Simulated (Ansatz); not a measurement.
H6OSeSi2, SMILES `O[SiH]([SiH3])[SeH]` at its PBE0-D4/def2-TZVP geometry, where that method's forces vanish. Charge 0, multiplicity 1.

```csv
atom,x (Å),y (Å),z (Å)
O1,0.3734,0.2891,-2.0938
Si2,0.8108,0.2295,-0.5061
Si3,-0.5696,-1.1616,0.7741
Se4,0.8155,2.2740,0.5193
H5,-0.4316,0.7602,-2.3153
H6,2.2288,-0.1998,-0.5180
H7,-1.9080,-0.5164,0.8923
H8,0.0038,-1.3239,2.1359
H9,-0.7431,-2.5010,0.1500
H10,-0.5801,2.1500,0.9615
```

Task: For each bond, give half the difference of the two atoms' forces along it (eV/Å; positive pushes the atoms apart) under PBE-D4, r2SCAN-D4, B3LYP-D4, ωB97M-V in def2-TZVPP. (An estimate is asked.)

Result: The calculation gave: 
```
   bond  length (Å)  PBE-D4  r2SCAN-D4  B3LYP-D4  ωB97M-V
 O1–Si2       1.648    0.35       0.07      0.13     0.15
  O1–H5       0.959    0.34       0.01     -0.03    -0.06
Si2–Si3       2.341   -0.19      -0.02      0.05     0.02
Si2–Se4       2.287    0.08       0.05      0.17    -0.02
 Si2–H6       1.482    0.09      -0.03     -0.16    -0.18
 Si3–H7       1.490    0.10      -0.01     -0.07    -0.10
 Si3–H8       1.487    0.09      -0.02     -0.07    -0.10
 Si3–H9       1.488    0.09      -0.01     -0.08    -0.10
Se4–H10       1.469    0.26      -0.02      0.04    -0.10
```

B3LYP here is the variant with VWN-RPA as its local correlation; programs differ in this.

All numbers were calculated with Ansatz.
